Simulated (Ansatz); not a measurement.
Reaction (ligand exchange at the Si–S bond): `CC[Si]SC` + H–F → `CC[Si]F` + CH₃SH

Gas-phase electronic energies from Ansatz, PBE0-D4/def2-TZVP geometries. CCSD(T)/CBS adds triple-zeta CCSD(T) − MP2 to the extrapolated MP2 energy (def2 sets, frozen cores). This one scheme is used for every species. DFT in def2-TZVPP. HSE06 is defined as in plane-wave codes. Each species was taken in one conformer, which may not be the lowest.

Q: Is it downhill or uphill in electronic energy at CCSD(T)/CBS, and by how much? (Estimate.)

A: Ansatz gave: Downhill: ΔE = -51.5 kJ/mol.

Q: What do these levels give: B97M-V, r2SCAN0-D4, HSE06-D4, PBE0, LC-ωPBE, CCSD(T)/def2-SVP? (Best estimate.)

A: The calculation gave: B97M-V -61.1, r2SCAN0-D4 -51.7, HSE06-D4 -43.1, PBE0 -53.0, LC-ωPBE -69.5, CCSD(T)/def2-SVP -60.3 kJ/mol.

Largest T1 diagnostic among the species: 0.014.

Leaving LDA and LC-ωPBE aside and taking each functional with its dispersion term where it has one, the values, not all of them listed here, spread over 37.5 kJ/mol, from CAM-B3LYP-D4 to revPBE-D4. LDA lies +8.2 kJ/mol from PBE without D4. In def2-TZVPP, CCSD(T) changes the Hartree–Fock value by +36.6 kJ/mol (the triples alone add +8.5 kJ/mol) and MP2 by +44.5 kJ/mol. From BLYP to BHLYP (50 % exact exchange), in def2-TZVPP and without D4, ΔE moves by −5.0 kJ/mol.
